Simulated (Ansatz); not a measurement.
Two members of one family (AlN nanocrystals, H-capped), computed with Ansatz in the gas phase. The two geometries come from different levels. A negative affinity means that the extra electron isn't bound at that geometry and level; within about 0.2 eV of zero the sign isn't settled. Binding counts from free atoms in the multiplicity of their measured ground term, without zero-point energy. Sets without diffuse functions give affinities that are too small. A dash marks a value that wasn't run or was left out as unsound. The structures are stationary points that may keep the symmetry of their start. Remarks come from the PBE and PBE0 runs and from stability tests at other levels; not every state was tested. A HOMO above zero means that the electron is unbound at that level and held by the basis, or that self-interaction error raises the level; the energy of removing that electron tells which. HOMO above LUMO (over both spins in singlets and doublets, within one spin in higher multiplets; at PBE or PBE0), or a gap under 0.15 eV within one spin, warns that the state may not be the lowest or that an electron is smeared out.

First: Al13N13H30, cut from zinc blende (singlet, charge 0, r2SCAN-D4/def2-SVP geometry).

```xyz
56

Al   -0.9573    1.2787   -1.8661
Al   -0.5330    3.2543    0.7140
Al   -3.4063    2.2089    0.0362
Al   -2.3100   -0.8369   -0.0160
Al   -1.8793    1.1469    2.5567
Al    2.0608    2.3782   -1.2171
Al    1.6031    0.5150   -3.6942
Al    0.1049   -1.6534   -1.8143
Al    3.1192   -0.5433   -1.1655
Al    0.5532    0.2121    0.6466
Al   -0.7380   -2.0025    2.6134
Al    1.6671   -2.8157    0.8224
Al   -1.2020   -3.8753    0.1457
N    -1.6367    2.6611   -0.6931
N     0.7842    1.8436   -2.4954
N     1.1897    3.7086   -0.0854
N    -0.6218   -0.2386   -0.7272
N    -0.2088    1.6250    1.7057
N    -2.9430    0.6160    1.0952
N    -1.8777   -2.3232    1.1481
N    -1.4819   -0.4736    3.5715
N     2.2215    0.8033   -0.1041
N     1.8118   -0.9905   -2.4452
N     0.4563   -3.1123   -0.5899
N     3.2901   -2.0870    0.0170
N     0.8611   -1.3262    1.7580
H    -1.9437    1.0471   -3.0861
H    -0.9438    4.4891    1.6227
H    -4.4424    1.8582   -1.1204
H    -3.7603    3.3624    1.0975
H    -3.4161   -1.2569   -1.0705
H    -2.3947    2.2186    3.6089
H     3.4538    3.0033   -1.6511
H     0.6344    0.1426   -4.9013
H     3.0886    1.0480   -4.0026
H    -0.7866   -2.1461   -3.0286
H     4.5949   -0.1447   -1.5954
H    -0.4598   -3.1218    3.7040
H     2.1323   -3.9984    1.7746
H    -2.2082   -4.3062   -1.0103
H    -0.7462   -4.9535    1.2463
H    -1.8616    3.4562   -1.3093
H     0.6017    2.6242   -3.1424
H     1.0590    4.5590   -0.6468
H     1.8386    4.0245    0.6427
H     0.4285    1.8863    2.4702
H    -3.8680    0.3163    1.4368
H    -2.7835   -2.6739    1.4908
H    -2.3516   -0.7799    4.0237
H    -0.8864   -0.2426    4.3746
H     2.8840    1.0560    0.6417
H     2.1786   -1.7277   -3.0650
H     0.7989   -3.8855   -1.1780
H     3.7400   -2.8408   -0.5157
H     3.9829   -1.8912    0.7484
H     1.5093   -1.0956    2.5240
```

```tsv
level	HOMO (eV)	LUMO (eV)	gap (eV)	vertical EA (eV)	binding per atom (eV)
PBE-D4/def2-SVP	-5.91	-1.44	4.48	0.03	3.80
r2SCAN-D4/def2-SVP	-6.24	-1.02	5.22	–	3.78
PBE0-D4/def2-SVP	-7.17	-0.60	6.57	-0.35	3.76
```

Remarks: HOMO above zero (-1 doublet).

Second: Al14N14H34, cut from wurtzite (singlet, charge 0, PBE-D4/def2-SVP geometry).

Cartesian coordinates in Å:
```
N 3.805 0.433 -1.717
Al 3.831 1.813 -0.291
Al 3.524 -0.732 1.603
N 2.697 0.935 1.001
Al 2.068 -0.004 -2.479
N 1.421 1.792 -2.942
Al 1.685 -2.227 -0.489
N 2.049 -2.050 1.376
N 0.938 -0.562 -1.050
Al 0.909 0.659 0.416
Al -0.253 2.318 -2.088
N 0.154 2.334 -0.207
Al 0.558 -1.597 2.497
N -0.186 0.019 1.816
Al -0.089 1.200 3.359
Al -1.383 2.908 0.793
N -0.930 2.886 2.680
N 0.253 -3.569 -0.655
Al -0.858 -0.852 -1.704
N -1.537 0.894 -2.246
Al -1.410 -3.176 0.306
N -0.808 -2.985 2.157
N -1.961 -1.466 -0.271
Al -1.987 -0.249 1.214
Al -3.156 1.401 -1.331
N -2.624 1.463 0.515
Al -3.770 -1.853 -0.906
N -4.417 -0.063 -1.516
H 4.473 0.681 -2.464
H 4.224 -0.403 -1.259
H 5.324 2.099 0.212
H 3.034 3.078 -0.967
H 4.621 -1.141 0.473
H 3.970 -0.673 3.139
H 2.620 1.503 1.868
H 2.120 -0.882 -3.812
H 2.114 2.482 -2.586
H 1.384 1.937 -3.962
H 2.921 -2.682 -1.409
H 2.482 -2.919 1.736
H -0.740 3.703 -2.720
H 0.904 3.046 -0.113
H 0.901 -1.579 4.059
H 1.455 1.641 3.582
H -1.022 0.741 4.581
H -1.934 4.354 0.386
H -0.303 3.676 2.899
H -1.773 3.078 3.245
H 0.613 -4.509 -0.424
H 0.011 -3.631 -1.661
H -0.829 -1.848 -2.971
H -1.779 0.821 -3.250
H -2.448 -4.384 0.153
H -0.512 -3.888 2.560
H -1.640 -2.723 2.717
H -2.953 -0.742 2.407
H -3.819 2.752 -1.880
H -3.475 1.697 1.055
H -3.717 -2.738 -2.251
H -4.739 -2.236 0.323
H -4.722 -0.144 -2.500
H -5.285 0.162 -1.005
```

Q: Estimate how these quantities change from the first to the second (second minus first).

A: 
```json
{"level": "PBE-D4/def2-SVP", "Δ HOMO (eV)": "-0.26", "Δ LUMO (eV)": "0.46", "Δ gap (eV)": "0.71", "Δ vertical EA (eV)": "-0.33", "Δ binding per atom (eV)": "-0.03"}
{"level": "r2SCAN-D4/def2-SVP", "Δ HOMO (eV)": "-0.27", "Δ LUMO (eV)": "0.44", "Δ gap (eV)": "0.71", "Δ vertical EA (eV)": "–", "Δ binding per atom (eV)": "-0.03"}
{"level": "PBE0-D4/def2-SVP", "Δ HOMO (eV)": "-0.27", "Δ LUMO (eV)": "0.44", "Δ gap (eV)": "0.72", "Δ vertical EA (eV)": "-0.39", "Δ binding per atom (eV)": "-0.03"}
```

Remarks: HOMO above zero (-1 doublet), gap within one spin near zero at PBE or PBE0 (-1 doublet).
